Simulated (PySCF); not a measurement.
# Potential energy of SbF along the bond

Set-up: basis Sb def2-SVPD with ECP28, F def2-SVPD; scalar-relativistic core potentials; PySCF 2.14. Energies in eV from Sb + F in their ground configurations at the same level. State: ³Σ⁻ (triplet), unpaired electrons π ↑↑.

All columns are PBE0. A positive dipole means Sb(−)F(+).

```tsv
R (Å)	E (eV)	μ (D)	Mulliken charge on Sb (basis-dependent)	HOMO (eV)	LUMO (eV)	Mayer bond order	⟨S²⟩
1.697	-2.754	-1.10	0.59	-5.99	-2.40	0.28	2.00
1.776	-3.457	-1.58	0.59	-6.15	-2.55	0.35	2.00
1.855	-3.832	-2.06	0.60	-6.31	-2.70	0.41	2.00
1.914	-3.960	-2.41	0.60	-6.42	-2.81	0.44	2.00
1.973	-3.991	-2.76	0.61	-6.53	-2.91	0.46	2.00
2.032	-3.949	-3.10	0.61	-6.64	-3.01	0.48	2.00
2.111	-3.813	-3.55	0.62	-6.79	-3.14	0.50	2.00
2.210	-3.558	-4.09	0.62	-6.96	-3.30	0.52	2.01
2.328	-3.186	-4.70	0.63	-7.15	-3.47	0.54	2.01
2.486	-2.655	-5.44	0.63	-7.37	-3.85	0.56	2.02
```

A fit through these points gives, at Re = 1.966 Å, μ = -2.72 D and dμ/dR = -5.86 D/Å; the reduced mass is 16.42 u.

How strong is the fundamental in the double-harmonic approximation, I = 42.26·(dμ/dR)²/μred km/mol?

I = 42.26·(-5.86)²/16.42 = 88.4 km/mol at PBE0.

Spin–orbit coupling is left out, which matters for elements this heavy, above all for dissociation energies. The state was picked by a PBE0 search and need not be the measured ground state.
